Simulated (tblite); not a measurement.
Species: C6H7Cl2NSi.
SMILES with atom numbers: `[Cl:1][CH2:2][SiH2:3][c:4]1[n:5][cH:6][cH:7][cH:8][c:9]1[Cl:10]` (hydrogens: H11, H12 on C2; H13, H14 on Si3; H15 on C6; H16 on C7; H17 on C8)

Structure used (GFN2-xTB), in Å, numbered top down from 1:
```
atom  x, y, z in Å
Cl1   -4.3762   -0.9118   -0.1673
C2    -2.6053   -1.1205   -0.1695
Si3   -1.7874    0.5854    0.0464
C4     0.0795    0.2728    0.0321
N5     0.5026   -0.9769   -0.1117
C6     1.7982   -1.2290   -0.1242
C7     2.7674   -0.2445    0.0071
C8     2.3534    1.0693    0.1584
C9     0.9905    1.3164    0.1692
Cl10   0.3812    2.9156    0.3514
H11   -2.3695   -1.8082    0.6386
H12   -2.3468   -1.5977   -1.1113
H13   -2.1565    1.4593   -1.0690
H14   -2.1854    1.1695    1.3287
H15    2.0685   -2.2698   -0.2453
H16    3.8167   -0.4945   -0.0080
H17    3.0620    1.8767    0.2647
```

Computed values, GFN2-xTB/tblite, gas phase, harmonic and unscaled. The method is semi-empirical: single wavenumbers can be off by several per cent or more. Modes of hydrogen on silicon can be 10 to 20 % off. One conformer, not necessarily the lowest.

Harmonic wavenumbers (cm⁻¹): 37.6, 52.6, 58.1, 111.1, 134.8, 167.0, 199.2, 318.9, 377.9, 381.1, 430.4, 457.5, 484.3, 586.8, 642.2, 675.8, 697.3, 706.9, 736.6, 744.6, 766.3, 776.1, 796.2, 910.1, 920.2, 1026.4, 1078.2, 1097.3, 1144.1, 1165.9, 1181.3, 1216.9, 1271.6, 1380.0, 1412.9, 1423.7, 1536.8, 1559.4, 2262.0, 2270.5, 3004.5, 3004.7, 3061.0, 3085.9, 3099.0.

A = 1487, B = 451.3, C = 348.3 MHz; mass 190.972 u (most abundant isotopes); point group Cs, symmetry number 1.

Question: What is the zero-point energy?

Answer: ½Σν̃ = 24226 cm⁻¹ = 69.27 kcal/mol.

Question: Entropy at 400 K, 1 bar (ideal gas, RRHO, classical rotation)?

Answer: Translation 43.13, rotation 32.47, vibration 46.14: S = 121.7 cal/(mol K).

Question: And Cp and H(400 K) − H(0)?

Answer: Cp = 51.25 cal/(mol K), of which vibrations give 43.30 (their classical limit is 45 R = 89.4); H(400 K) − H(0) = 12.33 kcal/mol without the zero-point energy, 9.15 from vibrations.

Question: Which modes carry the vibrational entropy at 400 K?

Answer: 37.6 cm⁻¹: 5.96; 52.6 cm⁻¹: 5.30; 58.1 cm⁻¹: 5.10; 111.1 cm⁻¹: 3.82; 134.8 cm⁻¹: 3.45; 167.0 cm⁻¹: 3.03 cal/(mol K); the other 39 give 19.47 together.

Question: What must be added to the electronic energy to get the Gibbs energy at 400 K and 1 bar?

Answer: ZPE + [H(400 K) − H(0)] − T·S = 69.27 + 12.33 − 48.70 = 32.90 kcal/mol.

Question: Blend soft modes into free rotors: weight 1/[1 + (100 cm⁻¹/ν̃)⁴] for the oscillator and the rest for a rotor with moment μB/(μ + B), μ = h/(8π²ν), B = 10⁻⁴⁴ kg m². What vibrational entropy results?

Answer: 41.15 cal/(mol K) in place of 46.14, which changes −T·S at 400 K by +1.99 kcal/mol.

Hindered rotation and anharmonicity are outside this model. Other conformers, if any are populated, would add a mixing term that is left out.
